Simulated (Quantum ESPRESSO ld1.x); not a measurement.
Results of a calculation; reference values are marked as such.
These are the eigenvalues of the occupied orbitals of an atom or ion with whole-number occupations (eV). Level of theory: Dirac Kohn-Sham, LDA (Slater exchange, VWN5 correlation), spin-unpolarised, spherical densities, point nucleus (ld1.x of Quantum ESPRESSO 7.5).

| orbital | eigenvalue |
|---|---|
| 1s1/2 | -50037.9 |
| 2s1/2 | -8287.19 |
| 2p1/2 | -7873.30 |
| 2p3/2 | -7178.31 |
| 3s1/2 | -1863.91 |
| 3p1/2 | -1684.24 |
| 3p3/2 | -1541.77 |
| 3d3/2 | -1230.49 |
| 3d5/2 | -1199.43 |
| 4s1/2 | -401.901 |
| 4p1/2 | -331.916 |
| 4p3/2 | -299.841 |
| 4d3/2 | -184.251 |
| 4d5/2 | -178.420 |
| 5s1/2 | -78.8323 |
| 5p1/2 | -58.7093 |
| 5p3/2 | -53.8281 |
| 4f5/2 | -41.5855 |
| 4f7/2 | -40.7639 |
| 5d3/2 | -27.0642 |
| 5d5/2 | -26.5587 |

Which element is it, and in what charge state? The configuration may be excited. Open shells, if any, are shared by 2j + 1.

Answer. Z = 64, gadolinium, charge +3: Gd3+ in [Xe] 4f6 5d1. The list shows which subshells hold electrons but not how many an open one holds; the 1s level, -1838.9 hartree, gives Z - s = 60.6 by -(Z - s)^2/2, which with screening and relativity narrows Z to a few neighbours, and the depths of the outer levels then fix element, charge and occupations together.
